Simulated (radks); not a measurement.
Yb1.5+, 68.5 electrons, occupied as [Xe] 4f13 5d1.5 (fractional occupations, a model configuration). All-electron calculation, Dirac Kohn-Sham, LDA (Slater exchange, Perdew-Wang correlation), spin-unpolarised, spherical densities, point nucleus; open shells are shared between the two j in proportion to 2j + 1. Program: a radial shooting solver on a logarithmic mesh with Libxc functionals.

X-ray form factor f0, the Fourier transform of the density (f0(0) = 68.5):

sin(theta)/lambda (1/angstrom),f0 (electrons)
0.05,67.714
0.1,65.578
0.15,62.570
0.2,59.132
0.25,55.573
0.3,52.091
0.4,45.751
0.5,40.395
0.6,35.889
0.8,28.739
1,23.533
1.25,19.225
1.5,16.552
2,13.055
